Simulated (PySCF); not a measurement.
PySCF 2.14 output of an unrestricted HSE06 calculation on a single atom or ion in aug-cc-pVQZ, with the non-relativistic Hamiltonian (point nucleus):

```
SCF conv_tol = 1e-09
number electrons alpha = 4  beta = 2
    J. Heyd, G. E. Scuseria, and M. Ernzerhof.,  J. Chem. Phys. 118, 8207 (2003)
    J. Heyd, G. E. Scuseria, and M. Ernzerhof.,  J. Chem. Phys. 124, 219906 (2006)
    A. V. Krukau, O. A. Vydrov, A. F. Izmaylov, and G. E. Scuseria.,  J. Chem. Phys. 125, 224106 (2006)
cycle= 1 E= -37.8110732085138  delta_E= -0.00344  |g|= 0.00988  |ddm|= 0.222
cycle= 2 E= -37.8111391562319  delta_E= -6.59e-05  |g|= 0.00249  |ddm|= 0.0183
cycle= 3 E= -37.811142672438  delta_E= -3.52e-06  |g|= 0.00116  |ddm|= 0.00804
cycle= 4 E= -37.8111434802446  delta_E= -8.08e-07  |g|= 2.61e-05  |ddm|= 0.00307
cycle= 5 E= -37.8111434807056  delta_E= -4.61e-10  |g|= 2.76e-06  |ddm|= 8.85e-05
converged SCF energy = -37.8111434807056  <S^2> = 2.0038672  2S+1 = 3.002577
```

The run itself started from symmetry-adapted Hartree-Fock orbitals and held the occupation by maximum overlap, on a logarithmic radial grid, so the iterations belong to that start.

Problem. Which element, charge and spin multiplicity is this?

Solution. C (carbon, neutral), multiplicity 3; the state was [He] 2s2 2p2, high-spin 3P determinant.
